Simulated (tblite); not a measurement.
A tight-binding relaxation on `CC(C)[Si@H]([SiH3])C1COC1`.

Computed with GFN2-xTB geometry optimisation, gas phase (tblite 0.8.0). Start geometry: from a force field or distance geometry. The input is one job of a driver script: a line of settings, then coordinates in Å.

Command:
```bash
OMP_NUM_THREADS=1 python probes_run.py task.json out
```

Input:
```
{"job": {"kind": "relax", "xc": "GFN2-xTB", "basis": "xTB"}, "charge": 0, "multiplicity": 1}
C      1.470500    -1.073400     0.916800
C      1.440200    -0.140600    -0.259800
C      2.508900     0.931900     0.020400
Si    -0.152400     0.646400    -0.672200
Si    -0.497100     2.298200     0.825400
C     -1.642200    -0.407300    -0.694100
C     -1.520700    -1.887600    -0.749700
O     -2.775100    -1.916900    -0.098900
C     -2.313100    -0.781300     0.590000
H      2.445400    -0.909700     1.445000
H      0.697700    -0.903500     1.679200
H      1.495400    -2.106600     0.533600
H      1.809200    -0.687000    -1.158200
H      3.527100     0.517900    -0.018600
H      2.453400     1.687900    -0.824700
H      2.332800     1.449500     1.001700
H      0.012000     1.320200    -1.976600
H      0.296300     3.441000     0.339100
H     -1.915500     2.680200     0.810100
H     -0.084900     1.829800     2.149200
H     -2.360500    -0.046100    -1.479700
H     -1.590100    -2.291800    -1.778900
H     -0.788800    -2.388900    -0.096600
H     -3.182900    -0.142300     0.863400
H     -1.676300    -1.096000     1.421900
```

Output:
```
step      E/eV     max force
  0    -773.53882    3.103
  1    -773.98187    1.380
  2    -774.18008    0.902
  3    -774.34344    0.620
  4    -774.42035    0.570
  5    -774.48178    0.555
  6    -774.52985    0.463
  7    -774.58295    0.481
  8    -774.62850    0.431
  9    -774.67044    0.565
... (103 lines left out)
113    -775.04281    0.011
114    -775.04284    0.011
115    -775.04289    0.015
116    -775.04294    0.016
117    -775.04300    0.016
118    -775.04306    0.018
119    -775.04313    0.022
120    -775.04320    0.020
121    -775.04325    0.013
122    -775.04328    0.009
```

«max force» is the largest atomic force in eV/Å.

**Question.** From which step on does the largest force stay under 0.1 eV/Å, and how much energy is left to gain from there?

**Answer.** From step 66 (0.084 eV/Å), 23.9 meV above the end.

Main results: energy lowered by 34.7 kcal/mol over 122 steps; largest atomic force 0.009 eV/Å at the end.

**Question.** Where do the atoms end?

**Answer.** 0.564 Å rms from the input after alignment:
```
atom  x, y, z in Å
C1     1.3443   -0.9459    1.1362
C2     1.4487   -0.1862   -0.1846
C3     2.6298    0.7808   -0.1413
Si4   -0.1591    0.7710   -0.6171
Si5   -0.6054    2.4356    0.9363
C6    -1.6665   -0.3980   -0.7515
C7    -1.4026   -1.8748   -1.0687
O8    -1.7728   -2.2634    0.2550
C9    -2.2132   -0.9432    0.5725
H10    2.2750   -1.4722    1.3485
H11    1.1551   -0.2602    1.9609
H12    0.5432   -1.6800    1.1064
H13    1.6540   -0.9173   -0.9751
H14    3.5570    0.2463    0.0613
H15    2.7383    1.3037   -1.0889
H16    2.4872    1.5234    0.6421
H17    0.0451    1.2597   -2.0005
H18    0.0906    3.6793    0.5979
H19   -2.0328    2.7568    1.0259
H20   -0.1841    2.1044    2.3030
H21   -2.4360    0.0472   -1.3817
H22   -2.0733   -2.3151   -1.8150
H23   -0.3741   -2.1586   -1.3036
H24   -3.3036   -0.9000    0.6758
H25   -1.7557   -0.5692    1.4939
```

Hardware: Arm Neoverse N1, one thread, shared host. Cost: 2.2 s of wall time.
Labels such as C1 count atoms from 1, the log's own numbers from 0.
